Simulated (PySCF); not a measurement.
PySCF 2.14 output of an unrestricted LDA calculation on a single atom or ion in dyall-av2z (22s16p12d, 130 functions), with no relativity, point nucleus:

```
SCF conv_tol = 1e-09
number electrons alpha = 27  beta = 25
    P. A. M. Dirac.,  Math. Proc. Cambridge Philos. Soc. 26, 376 (1930)
    F. Bloch.,  Z. Phys. 57, 545 (1929)
    S. H. Vosko, L. Wilk, and M. Nusair.,  Can. J. Phys. 58, 1200 (1980)
cycle= 1 E= -6310.45489639509  delta_E= -0.0537  |g|= 0.068  |ddm|= 0.439
cycle= 2 E= -6310.45329163658  delta_E= 0.0016  |g|= 0.0609  |ddm|= 0.228
cycle= 3 E= -6310.45575766834  delta_E= -0.00247  |g|= 0.0395  |ddm|= 0.186
cycle= 4 E= -6310.45620345713  delta_E= -0.000446  |g|= 0.00451  |ddm|= 0.0375
cycle= 5 E= -6310.45622847506  delta_E= -2.5e-05  |g|= 0.00054  |ddm|= 0.0148
cycle= 6 E= -6310.45622884897  delta_E= -3.74e-07  |g|= 2.28e-05  |ddm|= 0.00165
cycle= 7 E= -6310.45622885014  delta_E= -1.17e-09  |g|= 3.64e-06  |ddm|= 0.000148
cycle= 8 E= -6310.45622885016  delta_E= -2e-11  |g|= 6.55e-07  |ddm|= 1.12e-05
converged SCF energy = -6310.45622885016  <S^2> = 2.0046949  2S+1 = 3.0031283
```

The run itself started from symmetry-adapted Hartree-Fock orbitals and held the occupation by maximum overlap, on a logarithmic radial grid, so the iterations belong to that start.

Which element, charge and spin multiplicity is this?

Sb⁻ (antimony, charge -1), multiplicity 3; the state was [Kr] 4d10 5s2 5p4, high-spin 3P determinant.

A non-relativistic calculation at this Z misses sizeable relativistic shifts. At LDA the highest occupied level has a positive energy, so only the finite basis holds that electron; in a semilocal or global hybrid functional this comes from self-interaction and does not mean that the real anion is unbound.
